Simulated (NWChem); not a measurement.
**Correlation energy of F2Si**

```
Si
F 1 1.6269
F 1 1.6269 2 100.02
```
Charge 0, spin multiplicity 1.

The numbers come from NWChem runs, not from measurements. The geometry was optimised at PBE0/def2-SVP, a minimum by its harmonic frequencies.

Basis set: cc-pVDZ. Each correlation energy counts from its own Hartree-Fock reference.

The correlated methods keep 7 core orbitals frozen. The structure started from a generated list of species. Coupled-cluster values serve here as a point of comparison, not as the truth.

```tsv
method	correlation energy (mHa)
CR-CCSD(T)	___
CCSD	-466.6
MP2	-454.1
CCSD(T)	___
CR-CCSD[T]	-474.9
RI-MP2	-454.2
SCS-MP2	-439.8
CCSD+T(CCSD)	-477.0
```

Question: Complete the blanks.

Answer: 
- CR-CCSD(T), correlation energy (mHa): -473.8
- CCSD(T), correlation energy (mHa): -475.5
